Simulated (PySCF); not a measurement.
**IOBr, singlet: data card**

All numbers come from PBE0 in PySCF with I def2-TZVP with ECP28, O def2-TZVP, Br def2-TZVP; scalar-relativistic core potentials, no spin–orbit coupling; density-fitted integrals.

The structure is a minimum.

```xyz
3
charge 0 multiplicity 1, angstrom
I    -0.6277    0.0000   -0.5945
O    -2.0720    0.0000    0.4903
Br    1.4323    0.0000    0.8600
```

```
Point group                                                                   : Cs
Bond lengths                                                                  : I–Br 2.522 Å, I–O 1.806 Å
Bond angles                                                                   : Br–I–O 107.9°
Atomisation energy without zero-point energy                                  : 370 kJ/mol
Principal quadrupole moments (Buckingham, traceless) about the centre of mass : -8.69, 0.33, 8.36 D Å
Zero-point energy                                                             : 7.4 kJ/mol
Dipole moment                                                                 : 3.10 D
Principal polarisabilities                                                    : 35.9, 46.4, 84.3 bohr³
Heat capacity Cp at 298.15 K                                                  : 51.1 J/(mol K)
Enthalpy at 298.15 K above 0 K                                                : 13.03 kJ/mol
Entropy at 298.15 K and 1 bar                                                 : 307.8 J/(mol K)
Highest occupied level                                                        : -7.12 eV
Lowest empty level                                                            : -3.82 eV
Rotational constants                                                          : 0.4331, 0.04834, 0.04349 cm⁻¹
Rotational symmetry number                                                    : 1
```

Harmonic modes (masses in u: I 126.904, O 15.995, Br 78.918):
```tsv
symmetry	ω (cm⁻¹)	IR (km/mol)	μ (u)	type
a'	163	3.9	20.36	bend
a'	246	23.8	78.28	mixed
a'	823	49.3	17.74	stretch
```

Charges (e):
| atom | Mulliken | Löwdin | polar tensor | Mayer order to I1 |
| --- | --- | --- | --- | --- |
| I1 | 0.69 | 0.64 | 0.83 | – |
| O2 | -0.52 | -0.55 | -0.49 | 1.63 |
| Br3 | -0.17 | -0.09 | -0.35 | 0.96 |

Mulliken populations on I1 (electrons outside its core potential): s 3.91, p 10.00, d 10.33, f 0.07.

Outer orbital energies (eV). occupied: -19.46, -12.33, -11.54, -11.09, -9.16, -9.16, -8.79, -7.12; empty: -3.82, -1.88, 3.23, 3.80.

Counting electrons, iodine keeps 4 of its valence electrons outside its bonds, so the VSEPR class is AX2E2 and the expected shape is bent; with unlike ligands the computed point group is Cs.

This need not be the most stable arrangement of these atoms.

The final relaxation and frequency run took roughly 3 core-minutes on a shared host.
